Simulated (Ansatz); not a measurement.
```yaml
crystal:
  periodic: [false, false, false]
  atoms:
    - {symbol: Ge, position_ang: [0.495708, -0.646446, 0.356531]}
    - {symbol: H, position_ang: [0.467985, -0.733743, 1.891396]}
    - {symbol: H, position_ang: [1.935997, -0.749295, -0.171702]}
    - {symbol: C, position_ang: [-0.453381, 0.916425, -0.329155]}
    - {symbol: H, position_ang: [0.013788, 1.827543, 0.047002]}
    - {symbol: H, position_ang: [-1.492239, 0.887091, -0.003911]}
    - {symbol: H, position_ang: [-0.420075, 0.920643, -1.417594]}
    - {symbol: Cl, position_ang: [-0.547782, -2.422208, -0.372567]}
basis:
  gaussian: {orbitals: 6-31G}
total_charge: -1
magnetization: {spin_polarized: true, initial_magnetization: 1}
hamiltonian: {xc: {name: wB97X-V}}
scf: {omitted_lower_state_checks: [starts]}
output: {forces: true}
```

```sh
$ ansatz run in.yaml --threads 4 --pin off --events-out ev --progress --plain --max-ram 3916MiB
```

It prints (some lines left out):

```
Functional definition: wB97X-V
678 factors; integrals over basis functions are off by at most 4.3e-4 eV
207 factors; integrals over basis functions are off by at most 3.4e-6 eV
mean field evaluation 1: about -70139.8379 eV, gradient 1.2e1 eV
mean field evaluation 2: about -70140.4026 eV, gradient 9.2e0 eV
mean field evaluation 4: about -70140.5859 eV, gradient 2.9e-1 eV
mean field evaluation 8: about -70140.6410 eV, gradient 5.5e-2 eV
mean field evaluation 16: about -70140.6415 eV, gradient 9.3e-4 eV
mean field -70140.64150604 eV, -2577.6210323124 hartree, gradient 5.6e-5 eV, S^2 0.752693; 0 other end points of the search recorded, 0 dependent functions left out
reference -70140.64150688 eV, -2577.6210323435 hartree; 31, 30 occupied and 30, 31 virtual orbitals, 678 factors
Total energy: -70140.64150688 eV, -2577.6210323435 hartree
Atom 0 at     0.495708    -0.646446     0.356531 Å, force     2.788166     3.110498     1.936059 eV/Å
Atom 1 at     0.467985    -0.733743     1.891396 Å, force     0.055934     0.242430     0.142116 eV/Å
Atom 2 at     1.935997    -0.749295    -0.171702 Å, force     0.150987     0.237794     0.004522 eV/Å
Atom 3 at    -0.453381     0.916425    -0.329155 Å, force     0.204264     0.290374     0.183133 eV/Å
Atom 4 at     0.013788     1.827543     0.047002 Å, force    -0.154269     0.106129    -0.117485 eV/Å
Atom 5 at    -1.492239     0.887091    -0.003911 Å, force    -0.301304    -0.013725     0.023692 eV/Å
Atom 6 at    -0.420075     0.920643    -1.417594 Å, force    -0.043626    -0.008335    -0.284421 eV/Å
Atom 7 at    -0.547782    -2.422208    -0.372567 Å, force    -2.700152    -3.965165    -1.887616 eV/Å
Dipole moment:    -0.155284     0.460413    -0.111346 e Å
Checks for a lower state left out: starts
```

It took 18 s on 4 threads of Intel Xeon on a shared host.

The 6-31G sets use Cartesian d functions. The highest occupied level of an anion often lies above zero with these methods, and sets without diffuse functions describe the outer electron poorly.

The dipole of an ion depends on the origin.
